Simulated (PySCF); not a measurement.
Atoms are numbered as in `[BH3-:1][P:2]([C:3]([CH3:4])([CH3:5])[CH3:6])[C:7]([CH3:8])([CH3:9])[CH3:10]` (H(Xn): hydrogen on atom n).

Geometry: PBE0-D3(BJ)/def2-SVP; GIAO shifts from PySCF 2.14.0 with density-fitted response routines, gas phase, non-relativistic, averaged over equivalent atoms.

At HF/pcSseg-1 (282 basis functions, 47 s wall time on 1 thread of an Arm Neoverse V1, shared host):
```json
{"atoms": "B1", "δ (ppm)": "-32.4"}
{"atoms": "P2", "δ (ppm)": "1.7"}
{"atoms": "C4/C5/C6/C8/C9/C10", "δ (ppm)": "30.7"}
{"atoms": "C3/C7", "δ (ppm)": "21.8"}
{"atoms": "H(C4)/H(C5)/H(C6)/H(C8)/H(C9)/H(C10)", "δ (ppm)": "0.86"}
{"atoms": "H(B1)", "δ (ppm)": "0.52"}
```

Scale: $^{11}$B (σref 115.29) against BF3·OEt2; $^{31}$P (σref 356.22) against H3PO4; $^{13}$C (σref 190.85) and $^{1}$H (σref 31.69) against TMS (reference shieldings calculated alike).

Question: What do these become at PBE0/pcSseg-1?

Answer: 
```tsv
atoms	δ at PBE0/pcSseg-1	change
B1	-41.5	-9.1
P2	10.2	+8.5
C4/C5/C6/C8/C9/C10	33.5	+2.8
C3/C7	30.9	+9.1
H(C4)/H(C5)/H(C6)/H(C8)/H(C9)/H(C10)	1.03	+0.17
H(B1)	0.69	+0.17
```

Chemical shifts δ = σref − σ; $^{11}$B (σ = 100.73 ppm) against BF3·OEt2; $^{31}$P (σ = 310.13 ppm) against H3PO4; $^{13}$C (σ = 184.41 ppm) and $^{1}$H (σ = 31.27 ppm) vs TMS, all at this level.

The largest change is at B1 (boron bonded to P, 3 H). Cost: 282 basis functions, 84 s wall time on 1 thread of an Arm Neoverse V1, shared host.

The carbons averaged at δ 30.7 differ by 9 ppm in this conformer. Experimental scales use liquid or dissolved standards, which lie at an offset from isolated H3PO4.
